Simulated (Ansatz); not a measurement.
scandium atom (Sc), doublet. Base run: PBE/STO-3G run with Ansatz (a first-principles code).

Geometry (Å):
```xyz
1

Sc     0.0000     0.0000     0.0000
```
Charge 0, spin multiplicity 2.
Orbitals are unrestricted.
All else is at Ansatz's defaults.

Each row names what was changed in the base input (with any setting that the change needs).

| change | basis functions | E (Eh) |
|---|---|---|
| base | 18 | -752.54592 |
| basis = cc-pVTZ-DK; relativity = spin-free X2C; nucleus = Gaussian | 68 | -763.96460 |
| basis = cc-pVTZ-DK; relativity = none | 68 | -759.10423 |
| basis = x2c-TZVPall; relativity = none | 48 | -759.52155 |
| basis = x2c-TZVPall; relativity = spin-free X2C | 48 | -763.95541 |
| basis = ANO-RCC-VDZP; relativity = none | 34 | -759.09912 |
| basis = cc-pVTZ-DK; relativity = spin-free X2C | 68 | -763.96606 |
| basis = ANO-RCC-VDZP; relativity = spin-free X2C; nucleus = Gaussian | 34 | -763.96189 |
| basis = x2c-TZVPall; relativity = spin-free X2C; nucleus = Gaussian | 48 | -763.95409 |
| basis = ANO-RCC-VDZP; relativity = spin-free X2C | 34 | -763.96335 |

Totals shift with the method and basis; they matter in differences.

Ansatz warned in this series: the basis is contracted for relativity, which the run leaves out.

Basis sets contracted for a relativistic Hamiltonian are a mismatch without it, so the rows without relativity aren't non-relativistic limits. No row has spin-orbit coupling; sets with core potentials leave out the core electrons.
